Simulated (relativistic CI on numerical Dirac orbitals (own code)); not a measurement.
Spin-allowed bands of a d3 ion in an octahedral site, by hand

Problem. A d3 ion in an octahedral site has a 4A2 ground term and spin-allowed bands at ν1 = 26300 and ν2 = 33092 cm⁻¹ (from a computed ligand-field model). Find Δ and the Racah parameter B, and predict the third band.

Working.
1. The F term splits into A2 (−1.2Δ), T2 (−0.2Δ) and T1 (+0.6Δ), so ν1 = E(T2) − E(A2) = Δ = 26300 cm⁻¹.
2. T1(F) mixes with T1(P), which lies at 15B, through an element 0.4Δ. The two roots, counted from A2, are ν2,3 = ½(15B + 3Δ) ∓ ½√[(15B − Δ)² + 12BΔ].
3. Solving the lower root for B gives B = (2ν1² + ν2² − 3ν1ν2)/(15ν2 − 27ν1) = -132498336/-213720 = 620 cm⁻¹.
4. The sum of the roots is 15B + 3Δ, so ν3 = 15B + 3ν1 − ν2 = 55107 cm⁻¹ (181 nm).

Check. The bands were computed by exact diagonalisation of the d3 shell with B = 620 and Δ = 26300 cm⁻¹, which gives ν3 = 55108 cm⁻¹. C does not enter the terms of highest spin.
